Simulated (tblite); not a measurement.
Start geometry of `C=C[C@@H](C)CCN` from a force field or distance geometry (Å):
```
atom  x, y, z in Å
C1    -1.7551   -0.4592   -1.8921
C2    -0.5444   -0.6679   -1.4024
C3    -0.2317   -0.8366    0.0822
C4     0.3037   -2.2330    0.3264
C5     0.7618    0.2211    0.5895
C6     0.2195    1.6512    0.4781
N7     1.1856    2.5977    1.0448
H8    -2.6317   -0.3792   -1.2476
H9    -1.9102   -0.3525   -2.9600
H10    0.2988   -0.7397   -2.0754
H11   -1.1714   -0.7292    0.6556
H12   -0.4120   -3.0077    0.0063
H13    0.4811   -2.3955    1.4138
H14    1.2532   -2.4097   -0.1976
H15    1.0020    0.0138    1.6330
H16    1.7011    0.1445    0.0329
H17    0.0474    1.9284   -0.5608
H18   -0.7277    1.7329    1.0177
H19    1.3223    2.3934    2.0433
H20    0.8024    3.5378    1.0093
```

Question: What comes out of this run: GFN2-xTB geometry optimisation, gas phase in tblite 0.8.0?

Answer: 
```
atom  x, y, z in Å
C1    -1.715   -0.429   -1.878
C2    -0.520   -0.626   -1.354
C3    -0.254   -0.843    0.105
C4     0.303   -2.253    0.319
C5     0.732    0.206    0.632
C6     0.182    1.625    0.520
N7     1.186    2.580    0.961
H8    -2.603   -0.399   -1.268
H9    -1.861   -0.288   -2.936
H10    0.357   -0.652   -1.988
H11   -1.196   -0.749    0.657
H12   -0.404   -2.997   -0.043
H13    0.488   -2.433    1.375
H14    1.239   -2.377   -0.221
H15    0.958   -0.007    1.680
H16    1.667    0.153    0.074
H17   -0.046    1.845   -0.527
H18   -0.763    1.694    1.087
H19    1.400    2.433    1.943
H20    0.844    3.529    0.859
```

The energy falls by 1.7 kcal/mol over 59 L-BFGS steps, the largest force on an atom goes from 1.10 to 0.007 eV/Å, and the atoms move by 0.082 Å rms after alignment. The bond that changes most is C2–C3 (alkene CH carbon to allylic carbon), which shortens by 0.028 Å. Bonds longer at the end by more than 0.005 Å: 2 of 19; shorter: 10. Among the angles that change most is N7–C6–H18, from 109.4° to 113.2°. Rotational constants go from 3665, 1508, 1145 to 3670, 1550, 1171 MHz. The orientation of the end geometry is arbitrary; only internal coordinates are fixed.

Hardware: one thread, Intel Xeon Platinum 8375C at 2.90 GHz (x86_64), shared host with 128 logical CPUs at a one-minute load of 51. Cost: 0.38 s wall.

Its GFN2-xTB frequencies are all real (lowest 66 cm⁻¹). One conformer, not necessarily the lowest.

These are computed values.
